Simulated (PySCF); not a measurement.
H$_{9}$Si$_{4}$ (SMILES [SiH2][SiH2][SiH2][SiH3]), doublet, geometry from GFN2-xTB; PySCF with MP2/cc-pVDZ.

The PySCF input:
```python
from pyscf import gto, scf, mp

mol = gto.Mole()
mol.atom = '''
    Si    2.95032355    0.94205225    0.30253823
    Si    0.73687788    1.00163186   -0.24257169
    Si   -0.62772236   -0.82376747    0.23287208
    Si   -2.87356308   -0.99439170   -0.30063536
    H     3.34320722    0.87858470    1.71566029
    H     3.82532455   -0.03696216   -0.35423969
    H     0.17885572    2.20941009    0.39729697
    H     0.66741994    1.30123041   -1.68662863
    H     0.08146025   -1.98171158   -0.34930184
    H    -0.46877155   -1.04603631    1.68446156
    H    -3.47616336   -2.26394983    0.11935286
    H    -3.66160204    0.06962649    0.32898730
    H    -3.09255460   -0.88754126   -1.74643460
'''
mol.basis = 'cc-pvdz'
mol.spin = 1
mol.verbose = 4
mol.build()

mf = scf.UHF(mol)
mf.kernel()

pt = mp.MP2(mf, frozen=20)
pt.kernel()
print('E(MP2) = %.10f' % pt.e_tot)
```

Output, abridged:

```
PySCF version 2.14.0

[INPUT] verbose = 4
[INPUT] num. atoms = 13
[INPUT] num. electrons = 65
[INPUT] charge = 0
[INPUT] spin (= nelec alpha-beta = 2S) = 1
[INPUT] symmetry False subgroup None
[INPUT] Mole.unit = angstrom
[INPUT] Symbol           X                Y                Z      unit          X                Y                Z       unit  Magmom
[INPUT]  1 Si     2.950323550000   0.942052250000   0.302538230000 AA    5.575303488355   1.780220747530   0.571714396911 Bohr   0.0
[INPUT]  2 Si     0.736877880000   1.001631860000  -0.242571690000 AA    1.392497380450   1.892809893039  -0.458394059673 Bohr   0.0
[INPUT]  3 Si    -0.627722360000  -0.823767470000   0.232872080000 AA   -1.186223342666  -1.556694908626   0.440064453258 Bohr   0.0
[INPUT]  4 Si    -2.873563080000  -0.994391700000  -0.300635360000 AA   -5.430247222862  -1.879127973541  -0.568118493760 Bohr   0.0
[INPUT]  5 H      3.343207220000   0.878584700000   1.715660290000 AA    6.317746023469   1.660284460233   3.242128070892 Bohr   0.0
[INPUT]  6 H      3.825324550000  -0.036962160000  -0.354239690000 AA    7.228815737075  -0.069848359372  -0.669415996551 Bohr   0.0
[INPUT]  7 H      0.178855720000   2.209410090000   0.397296970000 AA    0.337988326612   4.175179966951   0.750782463420 Bohr   0.0
[INPUT]  8 H      0.667419940000   1.301230410000  -1.686628630000 AA    1.261240896674   2.458969099856  -3.187266184550 Bohr   0.0
[INPUT]  9 H      0.081460250000  -1.981711580000  -0.349301840000 AA    0.153937562539  -3.744892144079  -0.660084812407 Bohr   0.0
[INPUT] 10 H     -0.468771550000  -1.046036310000   1.684461560000 AA   -0.885849844488  -1.976722142251   3.183171015758 Bohr   0.0
[INPUT] 11 H     -3.476163360000  -2.263949830000   0.119352860000 AA   -6.568996714648  -4.278245138456   0.225544217584 Bohr   0.0
[INPUT] 12 H     -3.661602040000   0.069626490000   0.328987300000 AA   -6.919425032749   0.131574997115   0.621695895460 Bohr   0.0
[INPUT] 13 H     -3.092554600000  -0.887541260000  -1.746434600000 AA   -5.844081219264  -1.677209905651  -3.300283088464 Bohr   0.0

nuclear repulsion = 303.849270364742
number of shells = 47
number of NR pGTOs = 227
number of NR cGTOs = 117
basis = cc-pvdz
ecp = {}

******** <class 'pyscf.scf.uhf.UHF'> ********
method = UHF
initial guess = minao
damping factor = 0
level_shift factor = 0
DIIS = <class 'pyscf.scf.diis.CDIIS'>
diis_start_cycle = 1
diis_space = 8
diis_damp = 0
SCF conv_tol = 1e-09
SCF conv_tol_grad = None
SCF max_cycles = 50
direct_scf = True
direct_scf_tol = 1e-13
number electrons alpha = 33  beta = 32
Set gradient conv threshold to 3.16228e-05
init E= -1160.59523070648

cycle= 1 E= -1160.84095967184  delta_E= -0.246  |g|= 0.223  |ddm|= 1.81
cycle= 2 E= -1160.90175317769  delta_E= -0.0608  |g|= 0.0687  |ddm|= 0.345
cycle= 3 E= -1160.90953563082  delta_E= -0.00778  |g|= 0.0241  |ddm|= 0.131
cycle= 4 E= -1160.91067875318  delta_E= -0.00114  |g|= 0.00794  |ddm|= 0.0527
cycle= 5 E= -1160.91085061633  delta_E= -0.000172  |g|= 0.00342  |ddm|= 0.0228
cycle= 6 E= -1160.91088802259  delta_E= -3.74e-05  |g|= 0.00156  |ddm|= 0.0113
cycle= 7 E= -1160.91089765609  delta_E= -9.63e-06  |g|= 0.000612  |ddm|= 0.00631
cycle= 8 E= -1160.91089926608  delta_E= -1.61e-06  |g|= 0.000201  |ddm|= 0.00256
cycle= 9 E= -1160.91089943483  delta_E= -1.69e-07  |g|= 7.17e-05  |ddm|= 0.000891
cycle= 10 E= -1160.91089945503  delta_E= -2.02e-08  |g|= 2.5e-05  |ddm|= 0.000353
cycle= 11 E= -1160.91089945696  delta_E= -1.94e-09  |g|= 1.05e-05  |ddm|= 9.03e-05
cycle= 12 E= -1160.91089945732  delta_E= -3.53e-10  |g|= 3.7e-06  |ddm|= 3.56e-05
Extra cycle  E= -1160.91089945734  delta_E= -2.68e-11  |g|= 2.41e-06  |ddm|= 7.22e-06
converged SCF energy = -1160.91089945734  <S^2> = 0.75941079  2S+1 = 2.0093887

******** <class 'pyscf.mp.ump2.UMP2'> ********
nocc = (np.int64(13), np.int64(12)), nmo = (97, 97)
frozen orbitals 20
E(UMP2) = -1161.30419198971  E_corr = -0.393292532361177
E(SCS-UMP2) = -1161.32719112043  E_corr = -0.416291663081848
E_corr(same-spin) = -0.0642223566364196
E_corr(oppo-spin) = -0.329070175724757
E(MP2) = -1161.3041919897
```
